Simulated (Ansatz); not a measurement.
Species: BI3, SMILES `IB(I)I` (charge 0, multiplicity 1), formula BI₃.

### Question
How many basis functions does frozen-core CCSD(T)/def2-TZVPP // PBE0-D3(BJ)/def2-TZVP in Ansatz (a program for electronic structure) use, how many core orbitals are frozen, and how many electrons are correlated?

### Answer
181 basis functions and 13 frozen orbitals, which leaves 54 correlated electrons (filled d shells below the valence shell are correlated). Core time is of the order of minutes.
